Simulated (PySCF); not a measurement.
## Computed vibrations of [HgCl3(NH3)]−

[HgCl3(NH3)]− (singlet). PySCF 2.14.0, RKS PBE0, Hg def2-SVP with ECP60, Cl def2-SVP, N def2-SVP, H def2-SVP; non-relativistic Hamiltonian with scalar-relativistic core potentials where named; density fitting; no spin-orbit coupling. Central differences of gradients.

```xyz
8

Hg    0.0535   -0.0535    0.0535
Cl    1.0031    1.8853    1.2807
Cl   -1.8853   -1.2807    1.0031
Cl    1.2807   -1.0031   -1.8853
N    -1.4193    1.4193   -1.4193
H    -1.4125    2.3643   -1.0451
H    -1.0451    1.4125   -2.3643
H    -2.3643    1.0451   -1.4125
```

Run from Python with OMP_NUM_THREADS=2. Where DIIS fails, smearing, a level shift and second-order steps follow.
It took 69 s on 2 threads of Arm Neoverse V2, with other jobs on the host.

**Question.** What are the harmonic wavenumbers and infrared intensities?

**Answer.** Modes are labelled in C3; negative numbers are unstable modes, those under 60 cm⁻¹ near the noise; a finer grid moves soft modes by up to 10 cm⁻¹.
```
cm⁻¹  km/mol  symmetry
 -68       –         e
 -68       –         e
  59    14.6         e
  59    14.6         e
  90    24.3         a
 172     0.1         a
 204     5.9         a
 260    64.9         e
 260    64.9         e
 269     0.3         a
 372    38.0         e
 372    38.0         e
 904   201.3         a
1613    16.4         e
1613    16.4         e
3523     1.9         a
3690    22.4         e
3690    22.4         e
```

**Question.** Is this a minimum?

**Answer.** No: 2 unstable; the lowest moves the atoms so:
```
Hg   0.03  0.00 -0.03
Cl  -0.04  0.01  0.02
Cl  -0.05  0.07 -0.03
Cl   0.05 -0.08  0.06
N   -0.20  0.02  0.22
H   -0.23 -0.05  0.41
H   -0.54  0.27  0.09
H   -0.14 -0.13  0.50
```
